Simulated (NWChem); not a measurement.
System: Si₂H₄OCl₂; SMILES Cl[SiH](Cl)[SiH2]O

Input file for NWChem:

```
start job
memory heap 200 mb stack 900 mb global 1100 mb
geometry units angstroms noautoz
  O      0.366020     2.824796     0.135630
  Si    -0.804109     1.699565    -0.246362
  Si    -0.053510    -0.379663     0.537962
  Cl    -1.113732    -1.931280    -0.325023
  Cl     1.932739    -0.454378    -0.088319
  H      1.269186     2.577814    -0.092084
  H     -1.026335     1.550448    -1.718325
  H     -2.064322     2.133944     0.413928
  H     -0.046047    -0.605305     2.008774
end
basis spherical
  * library def2-svp
end
dft
  xc slater pw91lda
  iterations 150
  mulliken
end
task dft energy
```

All runs use the structure optimised with PBE0/def2-SVP.

Q: Give the results of this calculation. (LDA (Slater exchange, PW92)/def2-SVP.) Quantities: energy (Ha); highest occupied level (eV); orbital gap (eV); dipole (D).

A: 
```yaml
energy (Ha): -1570.75
highest occupied level (eV): -6.65
orbital gap (eV): 4.89
dipole (D): 0.54
```
